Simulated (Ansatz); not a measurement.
`N[SiH](Cl)[InH2]` → `[NH2][InH2]` + `[SiH]Cl` at 298.15 K and 1 bar (silylene formation by 1,1-elimination).

Program: Ansatz. Geometries: PBE0-D4/def2-TZVP. ΔE: electronic, gas phase. CBS: MP2 limit from def2 TZ/QZ plus the TZ coupled-cluster correction, frozen cores. This one scheme is used for every species. def2 core potentials past Kr. For In outer-core shells are correlated without core-valence functions, which leaves a few kJ/mol of doubt a bond. Each species was taken in one conformer, which may not be the lowest.

| species | CCSD(T)/CBS energy (Eh) | H − E (kJ/mol) | S (J/(mol·K)) |
| --- | --- | --- | --- |
| `N[SiH](Cl)[InH2]` | -996.44148 | 151.9 | 379.8 |
| `[NH2][InH2]` | -246.90424 | 110.5 | 281.1 |
| `[SiH]Cl` | -749.43948 | 30.7 | 251.4 |

H − E and S are ideal-gas, rigid-rotor, harmonic terms from PBE0-D4/def2-TZVP, for one conformer and one mirror image of each species. 1 Eh = 2625.50 kJ/mol, R = 8.31446 J/(mol·K).

Task: By hand: ΔE, ΔH, ΔS and ΔG.

Result: ΔE = (-246.90424) + (-749.43948) − (-996.44148) = 0.09776 Eh = 256.7 kJ/mol. Δ(H − E) = 110.5 + 30.7 − 151.9 = -10.7, so ΔH = 246.0 kJ/mol. ΔS = 281.1 + 251.4 − 379.8 = 152.7 J/(mol·K). ΔG = 246.0 − 298.15 × (152.7)/1000 = 200.5 kJ/mol.

Task: By hand: the equilibrium constant, and the temperature at which ΔG would vanish if ΔH and ΔS stayed fixed.

Result: log₁₀ K = −ΔG/(RT ln 10) = -35.1. ΔG = 0 at ΔH/ΔS = 1611 K.

The number of gas molecules changes by +1, which sets the sign of ΔS. A doubt of 5 kJ/mol in ΔE shifts log₁₀ K by 0.9 here. Other conformers and mirror images would add mixing entropy, several J/(mol·K) or more a flexible species. These are equilibria of isolated gas molecules and say nothing of rates. Largest T1 diagnostic: 0.016 (customary marks: 0.02 for closed shells, 0.045 for open ones).
